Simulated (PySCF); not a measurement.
(E)-1-bromo-1-fluoroprop-1-ene (C3H4BrF), SMILES C/C=C(/Br)F. Atoms are numbered in the order given.

```xyz
9

C      0.3914     2.9302     0.0000
C      0.7100     1.4653     0.0000
C     -0.2137     0.5046     0.0000
F     -1.5222     0.7543     0.0000
Br     0.1618    -1.3514     0.0000
H      0.8241     3.4251     0.8860
H     -0.6925     3.1081     0.0000
H      0.8241     3.4251    -0.8860
H      1.7553     1.1501     0.0000
```
Charge 0, spin multiplicity 1.

Geometry: B3LYP-D3(BJ)/def2-SVP.

These are PySCF with PBE/pcSseg-1 values and carry that method's errors.

GIAO shieldings, no solvent; atoms alike by connectivity are averaged. δ = σ(ref) − σ: ¹³C against TMS (σ = 182.0 ppm); ¹⁹F against CFCl3 (σ = 133.6 ppm); ¹H against TMS (σ = 31.49 ppm), references at their B3LYP-D3(BJ)/def2-TZVP geometries, non-relativistic (without spin–orbit terms, shifts of atoms bonded to Cl or Br come out too high).

```csv
nucleus,atoms,count,δ (ppm)
¹³C,C3,1,162.5
¹³C,C2,1,114.0
¹³C,C1,1,16.8
¹⁹F,F4,1,-86.6
¹H,H9,1,5.20
¹H,"H6, H7, H8",3,2.13
```
